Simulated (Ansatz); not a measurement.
Consider the formal exchange of groups at a Zn–Al bond: `[NH2][Zn][AlH][F]` + CH₄ → `[CH3][Zn][NH2]` + `[F][AlH2]`.

Gas-phase electronic energies from Ansatz, PBE0-D4/def2-TZVP geometries. CCSD(T)/CBS is the MP2 limit (def2-TZVPP, def2-QZVPP) plus CCSD(T) − MP2 in def2-TZVPP, frozen cores. This one scheme is used for every species. DFT in def2-TZVPP. For Zn outer-core shells are correlated without core-valence functions, which leaves a few kJ/mol of doubt a bond. Scalar relativity is left out up to krypton. Each species was taken in one conformer, which may not be the lowest.

```tsv
species	RPA@PBE/def2-TZVPP energy (Eh)
`[NH2][Zn][AlH][F]`	-2176.93941
CH₄	-40.56347
`[CH3][Zn][NH2]`	-1874.32067
`[F][AlH2]`	-343.16361
```

Q: Work out ΔE.

A: ΔE = (-1874.32067) + (-343.16361) − (-2176.93941) − (-40.56347) = 0.01860 Eh = +11.7 kcal/mol. CCSD(T)/CBS gives +13.2 kcal/mol.

Largest T1 diagnostic among the species: 0.016.

Leaving LDA and LC-ωPBE aside and taking each functional with its dispersion term where it has one, the values, not all of them listed here, spread over 2.2 kcal/mol, from B97M-V to PBE-D4. LDA lies −1.7 kcal/mol from PBE without D4. In def2-TZVPP, CCSD(T) changes the Hartree–Fock value by −3.1 kcal/mol (the triples alone add −0.3 kcal/mol) and MP2 by −5.2 kcal/mol.
